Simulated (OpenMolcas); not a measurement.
Pd3+ (d7) in a complex was computed by CASSCF with the d shell active (OpenMolcas, ANO-RCC-VDZP on the metal). Its lowest spin-free states, and all those of the highest spin:

```csv
2S+1,Degeneracy,E (cm-1)
4,1,0.0
4,3,9843
2,3,14172
4,3,15358
2,2,15551
2,3,20042
2,1,21110
2,3,24530
4,3,25546
2,2,25680
2,3,25727
2,3,29310
```

Is the site octahedral, tetrahedral or cube-like, axial, or of lower symmetry?

The states with 2S+1 = 4 have orbital degeneracies 1, 3, 3, 3. Threefold states need a cubic site. For d7 at this spin an octahedron puts the threefold T1 below the threefold T2 and a tetrahedron or cube puts the single A2 below the threefold T2, so the site is a tetrahedron or a cube, which this pattern cannot tell apart. The first gap at this spin, 9840 cm-1, is |10Dq| in ligand-field theory. The run had Pd3+ with 4 ligands (fluoride) in tetrahedral coordination (Td) at 1.94 Å. A charge of +0.25 e stands 3.2 Å behind each ligand. Ligand basis ANO-RCC-VDZP.

Without dynamic correlation the repulsion within the d shell is too large (B by tens of per cent), so at a given field states of lower spin stand too high. The least metal-like active orbital is 79 % on the metal (Löwdin) and no ligand orbital is active, so the numbers are rough. With metal d orbitals alone the field can be off either way by tens of per cent. Ligand-to-metal charge-transfer states are missing. With no ligand orbital active B as a rule stays too high, so bands that hang on it stand too high and its fall with covalency is understated. No measured value stands beside these numbers; the geometry was imposed, not optimised, and the real ion may take another.
